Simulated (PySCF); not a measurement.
One of the candidates below gave these computed data.

All candidates are C7H5NO.

- Rotational structure: rotational constants A, B, C: 5.350, 0.964, 0.817 GHz [PBE0-D3(BJ)/def2-TZVP]
- Dipole: 2.43 D [B97-2/pcSseg-2]
- NMR, other nuclei: isotropic shieldings of nuclei other than C and H, by class: 195 (1 N), 165 (1 O) ppm [GIAO B97-2/pcSseg-2]
- 13C NMR: chemical shifts (computed TMS as zero) by class: 142.3 (1 C), 136.4 (2 C), 132.0 (2 C), 131.9 (1 C), 131.1 (1 C) ppm [GIAO B97-2/pcSseg-2]
- 1H NMR: chemical shifts (computed TMS as zero) by class: 7.57 (2 H), 7.38 (1 H), 7.32 (2 H) ppm [GIAO B97-2/pcSseg-2]

Gas-phase values; electronic properties from PySCF, density fitting. Levels stand in brackets. Geometry: PBE0-D3(BJ)/def2-TZVP, one conformer, isolated molecule. NMR values are class means; diastereotopic atoms form classes of their own.

Problem. Which candidate is it?
A. `O=C=Nc1ccccc1` (phenyl isocyanate)
B. `N#Cc1ccc(O)cc1` (para-cyanophenol)
C. `N#Cc1cccc(O)c1` (meta-cyanophenol)

Solution. A. It is `O=C=Nc1ccccc1`. Numbering: `[O:1]=[C:2]=[N:3][c:4]1[cH:5][cH:6][cH:7][cH:8][cH:9]1`. Its formula, C7H5NO, gives 6 degrees of unsaturation: 1 ring and 5 π bonds in the structure found (Kekulé form). 7 carbons fall into 5 classes; from least to most shielded: aromatic carbon bearing nitrogen [C4] (142.3 ppm), aromatic CH carbon [C6/C8] (136.4 ppm, 2 C), aromatic CH carbon [C5/C9] (132.0 ppm, 2 C, up to 3.2 ppm apart in this geometry), isocyanate carbon [C2] (131.9 ppm), aromatic CH carbon [C7] (131.1 ppm). Hydrogen classes from least to most shielded: 2 H on the meta carbons, C6/C8 (7.57 ppm), 1 H on the para carbon, C7 (7.38 ppm), 2 H on the ortho carbons, C5/C9 (7.32 ppm). The other shieldings belong to: 195 ppm, isocyanate nitrogen [N3]; 165 ppm, oxygen bonded to C [O1]. The optimised geometry has point group Cs and is an asymmetric top.

The others, at the same levels:
- `N#Cc1ccc(O)cc1` fails: its computed 13C shifts are 167.4 (1 C), 142.9 (2 C), 125.2 (1 C), 120.1 (2 C), 111.0 (1 C) ppm, 1H shifts are 7.79 (2 H), 6.93 (2 H), 4.57 (1 H) ppm and rotational constant A is 5.680 GHz (against 5.350 GHz).
- `N#Cc1cccc(O)c1` fails: it has 7 carbon classes against 5; its computed 13C shifts are 164.8 (1 C), 137.7 (1 C), 131.5 (1 C), 125.1 (1 C), 125.1 (1 C), 122.9 (1 C), 121.2 (1 C) ppm, 1H shifts are 7.58 (1 H), 7.42 (1 H), 7.32 (1 H), 6.96 (1 H), 4.40 (1 H) ppm and rotational constant A is 3.443 GHz (against 5.350 GHz).

Each candidate is one conformer, not necessarily the lowest. Dipoles, sizes and rotational constants follow the conformer. The torsions of the flexible species, by atom-mapped SMILES:
- `[O:1]=[C:2]=[N:3][c:4]1[cH:5][cH:6][cH:7][cH:8][cH:9]1`: C2–N3–C4–C5 180°
- `[N:1]#[C:2][c:3]1[cH:4][cH:5][c:6]([OH:7])[cH:8][cH:9]1`: H–O7–C6–C5 180°
- `[N:1]#[C:2][c:3]1[cH:4][cH:5][cH:6][c:7]([OH:8])[cH:9]1`: H–O8–C7–C6 180°
